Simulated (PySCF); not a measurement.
C2H5BO3, SMILES OB1COCO1. Geometry optimised at PBE0-D3(BJ)/def2-SVP. The structure was generated by enumeration, and PubChem lists no compound with its InChIKey, so it may never have been made. One conformer was computed; it need not be the lowest.

Level of theory: PBE0-D3(BJ)/def2-SVP in PySCF.

Harmonic wavenumbers (cm⁻¹): 164, 206, 357, 433, 576, 599, 739, 817, 897, 970, 991, 1088, 1146, 1171, 1210, 1243, 1268, 1344, 1441, 1463, 1525, 1552, 2987, 3009, 3115, 3134, 3897. Rotational constants (GHz): 7.683, 3.324, 2.415; symmetry number 1.

**Question.** Work out the zero-point energy and the ideal-gas rigid-rotor harmonic-oscillator thermochemistry at 298.15 K and 1 atm.

**Answer.** ZPE = ½ Σ hcν = ½ × 37341 cm⁻¹ = 53.38 kcal/mol. H − E(el) = 57.37 kcal/mol. Entropy in cal/(mol K): translation 39.33, rotation 26.06, vibration 8.66, total 74.05. G − E(el) = 35.29 kcal/mol. Cp = 21.16 cal/(mol K).
